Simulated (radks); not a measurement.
Results of a calculation; reference values are marked as such.
Valence configurations of Rh II (all share [Kr]). Level of theory: Dirac Kohn-Sham, PBE, spin-unpolarised, spherical densities, point nucleus; open shells fill j = l - 1/2 first (a radial shooting solver on a logarithmic mesh with Libxc functionals). Energies are relative to 4d8; eigenvalues in eV.

| valence | E (eV) | e(4d3/2) | e(4d5/2) | e(5p1/2) | e(5p3/2) | e(5s1/2) |
|---|---|---|---|---|---|---|
| 4d8 | 0.000 | -13.791 | -13.390 | - | - | - |
| 4d7.5 5s0.5 | 1.516 | -15.310 | -14.893 | - | - | -11.436 |
| 4d7 5s1 | 3.467 | -16.899 | -16.467 | - | - | -12.111 |
| 4d7.5 5p0.5 | 3.833 | -15.943 | -15.524 | -7.190 | - | - |
| 4d7 5p1 | 8.346 | -18.124 | -17.687 | -7.959 | - | - |
| 4d6 5s2 | 8.782 | -20.250 | -19.785 | - | - | -13.477 |
| 4d6.5 5p1.5 | 13.567 | -20.325 | -19.870 | -8.706 | - | - |
| 4d6 5p2 | 19.517 | -22.541 | -22.067 | -9.424 | - | - |
| 4d5 5s2 5p1 | 21.886 | -24.904 | -24.401 | -9.728 | - | -15.526 |
| 4d4.5 5p3.5 | 42.613 | -29.472 | -28.942 | -11.541 | -11.089 | - |

NIST lists [Kr] 4d8 as the ground configuration; this level of theory agrees among the configurations tried. The energies are those of spherical spin-averaged densities, not of single terms.
